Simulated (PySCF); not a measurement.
# Bond lengths and vibrations by method: Al2ClFH cation

Calculated results; nothing here was measured. They come from PySCF 2.14.0, an open-source quantum chemistry program, on an isolated molecule that a program drew, which may never have been made. The molecule is Al2ClFH cation (charge +1, singlet), drawn as the SMILES string `[F][AlH][Al+][Cl]`.

The geometry was optimised and harmonic frequencies were computed with HF and MP2, all in the cc-pV(D+d)Z basis, for the commonest isotopes, with a restricted reference for singlets and an unrestricted one otherwise, and a frozen core in MP2. Each result is a local minimum of its method.

Geometry at the HF minimum:
```xyz
5
Al2ClFH cation, angstrom
F    -1.5115   -2.9789   -0.5518
Al   -1.0037   -3.2937    0.9663
Al   -1.9492   -1.1936    2.3283
Cl   -2.6856    0.4190    3.3235
H    -0.1942   -4.4323    1.6254
```

Lengths of the bonds as drawn, in Å (atoms numbered as above):
```
   bond     HF    MP2
 F1-Al2  1.631  1.653
Al2-Al3  2.676  2.677
Al3-Cl4  2.033  2.040
 Al2-H5  1.545  1.549
```

Rotational constants, in GHz:
| constant | HF | MP2 |
|---|---|---|
| A | 15.87 | 15.42 |
| B | 1.015 | 1.012 |
| C | 0.9541 | 0.9494 |

Harmonic frequencies in cm^-1, each column in rising order, so a row needn't be the same motion in every method:
```
rank,HF,MP2
1,74,67
2,106,97
3,160,149
4,268,262
5,442,430
6,596,574
7,660,651
8,893,?
9,2142,2095
```

**Estimate the missing MP2 frequency from the HF column.**

A single factor s that minimises the squared misfit of MP2 against s times HF over the other rows is sum(HF x MP2) / sum(HF^2) = 0.9772, with an rms misfit of 5 cm^-1. For rank 8 it gives 0.9772 x 893 = 873 cm^-1. The calculation gives 861 cm^-1, 12 cm^-1 below the estimate. The drawn bonds are on average 0.5 % longer in MP2 than in HF.
